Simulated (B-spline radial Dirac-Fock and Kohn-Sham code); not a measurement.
Run log: Cu⁶⁺

ΔSCF core binding energies without Breit or QED terms, calculated with a radial B-spline solver. Keys: rel is the Hamiltonian (dirac, or spin-free x2c and nr, where L3 and M5 stand for the whole 2p and 3d shells), method is hf or an exchange,correlation pair (spin-unpolarised, also for the hole states), nuc the nuclear model, radius_factor scales its radius, rmax is the box in bohr, h the logarithmic mesh step, order the B-spline order, points the quadrature points per cell, c_factor scales the speed of light, and damp, ndamp, maxit and tol steer the iteration. The run stops when the commutator error falls below 10·tol·max(1, Z/10), or the numerical noise floor, and the energy has settled to about 1e-8 Ha; the virial ratio is −V/T.

Input (task.json):

```json
{"items": [{"Z": 29, "q": 6, "cfg": [[1, 0, 2], [2, 0, 2], [2, 1, 6], [3, 0, 2], [3, 1, 6], [3, 2, 5]], "A": 63, "rrms": 3.8823, "do": "settings", "holes": ["K", "L3", "M5"],
  "settings": [{"rel": "dirac", "method": "hf", "nuc": "fermi", "radius_factor": 1.0, "rmax": 45.0, "h": 0.3, "order": 8, "points": 10, "c_factor": 1.0, "maxit": 60, "damp": 0.2, "ndamp": 3, "tol": 1e-08}]}]}
```

Command: `python xray2_run.py task.json out`

Ground-state iterations:

```
iter   energy (Ha)        error
   1    -1622.86957392  1.34e+00
   2    -1638.93313110  6.74e-01
   3    -1642.24079959  7.43e-02
   4    -1642.28175817  9.63e-03
   5    -1642.28248066  4.19e-03
   6    -1642.28262431  2.16e-04
   7    -1642.28262449  1.01e-05
   8    -1642.28262449  2.54e-06
   9    -1642.28262449  1.34e-07
```

The ground state converged in 9 iterations, with total energy -1642.28262 Ha, virial ratio 1.98220 and highest orbital energy -136.57 eV. ΔSCF binding energies: K (1s) 9144.4 eV, L3 (2p3/2) 1085.0 eV. Holes are computed only in closed shells, and unreliable hole states are left out.
